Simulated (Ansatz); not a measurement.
Ideal-gas functions of BrFH2OSn (`[OH][SnH]([F])[Br]`) at 298.15 K and 1 bar, from an Ansatz frequency run at PBE0-D4/def2-TZVP.

Molar mass 235.63 g/mol, point group C1 (symmetry number 1), electronic degeneracy 1, moments of inertia 114.83, 397.195, 453.034 u Å². Harmonic wavenumbers (cm⁻¹, unscaled): 108, 136, 164, 205, 271, 533, 549, 633, 658, 869, 2023, 3883.

Use S(trans) = R[1.5 ln M + 2.5 ln T − 1.1517]; rotational temperatures θ = 24.2544 K / I; S(rot) = R[ln(√π/σ · √(T³/θAθBθC)) + 1.5]; for each mode x = 1.438777 ν̃/T, S = R[x/(eˣ − 1) − ln(1 − e⁻ˣ)] and H = RT x/(eˣ − 1); 1 cm⁻¹ = 0.0119627 kJ/mol; R = 8.31446 J/(mol·K).

Question: By hand: the entropy, in J/(mol·K).

Answer: Translation 177.0. Rotation: θ = 0.2112, 0.0611, 0.0535 K, giving 118.5. Vibration, mode by mode: 13.83, 11.96, 10.47, 8.74, 6.65, 2.43, 2.29, 1.66, 1.51, 0.66, 0.01, 0.00, in all 60.2. Electronic 0.0. Sum 355.7 J/(mol·K).

Question: By hand: H − E and G − E in kJ/mol, counted from the electronic energy.

Answer: Zero-point energy ½ × 10032 × 0.0119627 = 60.0; thermal vibration 9.8; translation, rotation and pV give 4 RT = 9.9. H − E = 79.7 kJ/mol, and G − E = 79.7 − 298.15 × 355.7/1000 = -26.4 kJ/mol.

Vibration gives 17 % of the entropy, 25.8 J/(mol·K) of it from the modes under 150 cm⁻¹: soft modes count most, and the harmonic formula is weakest for them. The sum counts one conformer and one mirror image; others add a mixing term.
